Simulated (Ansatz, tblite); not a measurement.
Removing an electron: the cluster Al₅As₅⁻ (the lowest doublet isomer of a short search). Charge -1, multiplicity 2. Geometry: r2SCAN-D4/def2-SVP. Ansatz, gas phase; energy differences of separate SCF runs; the oxidised species is a singlet (the triplet lies 0.56 eV higher at PBE0-D4/def2-SVP).

```xyz
10

Al   -1.134    0.055   -2.221
Al   -0.795   -2.099   -0.325
Al    0.418    2.202   -1.102
Al    0.011   -1.143    2.168
Al    1.482    1.077    1.338
As   -1.623    2.315   -2.181
As   -1.243   -3.052    1.731
As    1.159    0.369    3.512
As   -0.805   -2.164   -2.667
As    2.530    2.440   -0.253
```

The xTB rows come from tblite. The structure comes from a short search, and lower isomers may exist.

| level | −HOMO (eV) | vertical IE (eV) | −LUMO (eV) | HOMO–LUMO gap (eV) |
| --- | --- | --- | --- | --- |
| GFN1-xTB | – | 4.78 | – | – |
| GFN2-xTB | – | 5.17 | – | – |
| PBE-D4/def2-SVP | 1.27 | 3.05 | 0.91 | 0.36 |
| PBE0-D4/def2-SVP | 2.02 | 3.27 | 0.50 | 1.52 |

  HOMO and LUMO are the levels of the spin that leaves or enters (xTB has no such levels and no spin-polarisation term). Other spin states of the ions may lie lower, which would lower the ionisation energy or raise the affinity. Raw xTB energy differences between charge states are shifted by several eV; the methods need an empirical correction for them.
